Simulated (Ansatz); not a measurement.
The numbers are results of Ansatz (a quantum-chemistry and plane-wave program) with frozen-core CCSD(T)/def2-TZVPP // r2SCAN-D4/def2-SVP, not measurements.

Ansatz 0.2 input:
```yaml
crystal:
  periodic: [false, false, false]
  atoms:
    - { symbol: Ti, position_ang: [-0.045188, 0.101491, -0.00526] }
    - { symbol: F, position_ang: [-0.586995, -1.54911, 0.283648] }
    - { symbol: F, position_ang: [-1.000188, 1.240534, 0.939298] }
    - { symbol: N, position_ang: [-0.127496, 0.514796, -1.819373] }
    - { symbol: H, position_ang: [-0.355535, 1.435717, -2.193294] }
    - { symbol: H, position_ang: [-0.121653, -0.174325, -2.57103] }
    - { symbol: N, position_ang: [1.748503, 0.24895, 0.500826] }
    - { symbol: H, position_ang: [2.06574, 0.074084, 1.454403] }
    - { symbol: H, position_ang: [2.537321, 0.503046, -0.088921] }
basis:
  gaussian: { orbitals: def2-TZVPP }
correlation:
  method: ccsd_t
```

Output:

```
Functional definition: HF
1562 factors; integrals over basis functions are off by at most 1.0e-3 eV
mean field evaluation 1: about -31524.2735 eV, gradient 7.4e1 eV
mean field evaluation 2: about -31524.3867 eV, gradient 7.4e1 eV
mean field evaluation 4: about -31533.8267 eV, gradient 8.2e0 eV
mean field evaluation 8: about -31534.0087 eV, gradient 5.3e-1 eV
mean field evaluation 16: about -31534.0101 eV, gradient 1.8e-6 eV
mean field -31534.01008746 eV, -1158.8534961944 hartree, gradient 1.8e-6 eV, S^2 0.000000; 0 other end points of the search recorded, 0 dependent functions left out
9 core orbitals not correlated
reference -31534.01008746 eV, -1158.8534961944 hartree; 20, 20 occupied and 215, 215 virtual orbitals, 1562 factors
second order -37.30517426 eV of doubles, -0.00000000 eV of singles
cycle   1  -35.98400495 eV  change     1.3e0 eV  update   2.4e-1
cycle   2  -37.18032514 eV  change    -1.2e0 eV  update   1.5e-1
cycle   3  -37.47950758 eV  change   -3.0e-1 eV  update   5.1e-2
cycle   4  -37.48854374 eV  change   -9.0e-3 eV  update   2.0e-2
cycle   5  -37.46504363 eV  change    2.4e-2 eV  update   7.6e-3
cycle   6  -37.46366227 eV  change    1.4e-3 eV  update   3.7e-3
cycle   7  -37.46597585 eV  change   -2.3e-3 eV  update   2.2e-3
cycle   8  -37.46575705 eV  change    2.2e-4 eV  update   8.6e-4
cycle   9  -37.46587645 eV  change   -1.2e-4 eV  update   3.8e-4
cycle  10  -37.46643740 eV  change   -5.6e-4 eV  update   1.5e-4
cycle  11  -37.46616994 eV  change    2.7e-4 eV  update   8.9e-5
cycle  12  -37.46604150 eV  change    1.3e-4 eV  update   4.3e-5
cycle  13  -37.46611804 eV  change   -7.7e-5 eV  update   2.0e-5
cycle  14  -37.46608672 eV  change    3.1e-5 eV  update   9.0e-6
perturbative correction -1.72686505 eV, -0.0634611202 hartree
Total energy: -31573.20303924 eV, -1160.2938106063 hartree
```

Cost: around 10 core-minutes (rough).
